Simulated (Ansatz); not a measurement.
Relaxation of CH9NO2Si (14 atoms, charge 0, multiplicity 1), to a largest force component of 0.03 eV/Å in at most 50 steps.

All numbers below come from RKS PBE0-D4/6-31G* in Ansatz 0.2.0.

```xyz
14
Properties=species:S:1:pos:R:3:forces:R:3
Si -0.178 0.519 0.889 -0.49 -1.03 0.87
N 1.668 -1.815 -0.083 0.12 -0.09 -0.03
O -0.392 0.206 -0.720 -0.14 0.31 -0.11
C -1.137 1.079 -1.564 0.13 -0.09 -0.05
H 1.217 0.922 1.240 -0.09 -0.04 -0.04
H -1.118 1.628 1.218 0.01 -0.01 0.01
H 0.880 -2.009 0.533 0.14 0.01 -0.10
O -0.610 -0.867 1.814 0.45 1.24 -0.73
H 1.295 -1.249 -0.843 0.04 -0.07 0.08
H 2.339 -1.241 0.424 -0.12 -0.09 -0.05
H -1.890 1.652 -1.002 0.09 -0.03 -0.05
H -0.460 1.783 -2.080 -0.19 -0.18 0.15
H -1.655 0.472 -2.320 0.12 0.06 0.14
H 0.044 -1.081 2.495 -0.09 0.03 -0.09
```

Q: Where does it end, and by what steps?

A: The forces met the threshold. The force dipped under the threshold on the way, but the program's further checks kept it going. After 25 steps the energy has fallen by 0.262 eV; H14 moved furthest, 1.14 Å.

```
step  energy less start (eV)  largest force component (eV/Å)  accepted
   0                  0.0000                           1.236       yes
   1                 -0.0861                           0.876       yes
   2                 -0.0323                           1.479        no
   3                 -0.1151                           0.549       yes
   4                 -0.1239                           0.358       yes
   5                 -0.1394                           0.229       yes
   6                 -0.1250                           0.840        no
   7                 -0.1565                           0.189       yes
   8                 -0.1698                           0.436       yes
   9                 -0.1760                           0.679       yes
  10                 -0.1994                           0.245       yes
  11                 -0.2141                           0.205       yes
  12                 -0.1829                           0.847        no
  13                 -0.2295                           0.146       yes
  14                 -0.2383                           0.222       yes
  15                 -0.2423                           0.142       yes
  16                 -0.2431                           0.500       yes
  17                 -0.2561                           0.078       yes
  18                 -0.2581                           0.099       yes
  19                 -0.2598                           0.052       yes
  20                 -0.2606                           0.042       yes
  21                 -0.2606                           0.046        no
  22                 -0.2612                           0.017       yes
  23                 -0.2615                           0.023       yes
  24                 -0.2613                           0.044        no
  25                 -0.2616                           0.013       yes
```

```xyz
14
Properties=species:S:1:pos:R:3
Si -0.196 1.004 1.140
N 1.593 -1.879 -0.302
O 0.054 1.059 -0.500
C -1.020 0.891 -1.408
H 1.082 1.510 1.700
H -1.365 1.838 1.520
H 0.789 -2.486 -0.193
O -0.557 -0.523 1.663
H 1.291 -0.942 -0.557
H 2.129 -1.851 0.558
H -1.875 1.526 -1.140
H -0.671 1.178 -2.404
H -1.357 -0.152 -1.441
H 0.101 -1.172 1.365
```

Run time: 2.2 min on 2 threads of Arm Neoverse N1, with other jobs on the host, peak memory 0.21 GiB.
